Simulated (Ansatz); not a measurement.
System: BaO, net charge 0, singlet state. SMILES: [O]=[Ba]
Coordinates optimised at B3LYP-D3(BJ)/def2-TZVP (Ansatz, a quantum-chemistry and plane-wave program):
```
Ba
O 1 1.9467
```

Property: vertical electron affinity (to the doublet state of charge -1; a negative value means that the extra electron is unbound and the number depends on the basis; each state is the SCF solution reached for its spin), in eV. Cores are frozen in the correlated levels unless marked. UHF or UKS for open shells. Spin-orbit coupling is left out. The frozen core is the preceding noble-gas configuration, with the filled d and f shells of earlier blocks. The outer core of K, Ca and their heavier congeners is not correlated, a term that matters for these elements. In def2 rows, elements after Kr have scalar-relativistic effective core potentials. Anions need diffuse functions: def2-D sets add few. Basis-set limits of correlation are two-point, X^-3; Hartree-Fock from the larger set.

| level | program | vertical electron affinity (eV) |
|---|---|---|
| SVWN5/def2-TZVPD | Ansatz | 0.46 |
| PBE/def2-TZVPD | Ansatz | 0.37 |
| r2SCAN/def2-TZVPD | Ansatz | 0.31 |
| B3LYP/def2-TZVPD | Ansatz | 0.39 |
| PBE0/def2-TZVPD | Ansatz | 0.35 |
| wB97X-V/def2-TZVPD | Ansatz | 0.21 |
| wB97X/def2-TZVPD | Ansatz | 0.16 |
| CCSD/def2-SVPD | Ansatz | 0.16 |
| CCSD/def2-TZVPPD | Ansatz | 0.17 |
| CCSD/def2-QZVPPD | Ansatz | 0.23 |
| CCSD/CBS(def2-TZVPPD,def2-QZVPPD) | Ansatz | 0.23 |
| CCSD(T)/def2-SVPD | Ansatz | 0.17 |
| CCSD(T)/def2-QZVPPD | Ansatz | 0.24 |
| CCSD(T)/CBS(def2-TZVPPD,def2-QZVPPD) | Ansatz | 0.24 |
